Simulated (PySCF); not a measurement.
## SnCl⁺ from Hartree–Fock to correlated methods

State: ¹Σ⁺ (singlet), closed shell. Set-up: basis Sn def2-TZVPPD with ECP28, Cl def2-TZVPPD; scalar-relativistic core potentials; PySCF 2.14. De refers to Sn⁺ + Cl in their high-spin ground configurations, without counterpoise correction. A positive dipole points towards Cl; it is taken about the centre of mass and depends on that origin.

```
      Level  Re (Å)  ωe (cm⁻¹)  De (eV)  μ (D)  CPU s a point (SCF and correlation, without the integrals)
        RHF   2.258        441     2.79  -2.94                                                         1.3
    RHF-MP2   2.252        441     4.27    n/a                                                         2.4
RHF-SCS-MP2   2.259        437     4.09    n/a                                                         n/a
   RHF-CCSD   2.256        439     3.90    n/a                                                         n/a
RHF-CCSD(T)   2.262        433     4.08    n/a                                                          57
        PBE   2.284        409     4.46  -2.40                                                         3.3
       BLYP   2.307        395     4.23  -2.49                                                         2.8
       BP86   2.286        408     4.41  -2.37                                                         2.2
       TPSS   2.280        413     4.36  -2.44                                                         6.3
     r²SCAN   2.264        427     4.37  -2.36                                                         4.9
    r²SCANh   2.258        432     4.28  -2.42                                                         6.1
       PBE0   2.260        430     4.23  -2.54                                                         7.5
    ωB97X-V   2.250        441     4.20  -2.65                                                          13
     B2PLYP   2.270        425     4.15  -2.83                                                           6
```

**Question.** Which functional lies closest to RHF-CCSD(T) in De, which farthest, and by how much do they differ from it?

**Answer.** Closest is B2PLYP (+0.8 pm in Re, -1.8 % in ωe, +0.07 eV in De against RHF-CCSD(T) in the same basis), farthest PBE (+2.2 pm in Re, -5.5 % in ωe, +0.38 eV in De). CCSD(T) converges more slowly with the basis than the functionals do and binds too weakly in this one, so the order can change at the basis-set limit.

**Question.** What does a quarter of exact exchange do here, going from PBE to PBE0?

**Answer.** PBE0 less PBE: -2.4 pm in Re, +5.1 % in ωe, -0.23 eV in De. Exact exchange removes part of the self-interaction that spreads semilocal densities, and in most molecules shortens and stiffens the bond and lowers De; so it does here.

**Question.** What does the step from GGA to meta-GGA do here, going from PBE to r²SCAN?

**Answer.** r²SCAN less PBE: -2.0 pm in Re, +4.4 % in ωe, -0.09 eV in De. 

Correlated steps freeze 9 core orbitals. Spin–orbit coupling is left out, which matters for elements this heavy, above all for dissociation energies. For an ion De counts to the pair picked by the measured ionisation energies or electron affinities, which need not be the lowest pair at this level. Where the molecule has an RHF reference, its open-shell atoms are computed with UHF. B2PLYP dipoles, levels and charges come from its SCF part alone.

The whole job (state search and all levels along the bond) took about 11 min on 2 threads of Arm Neoverse N1 (shared host), peak memory 3.6 GiB.
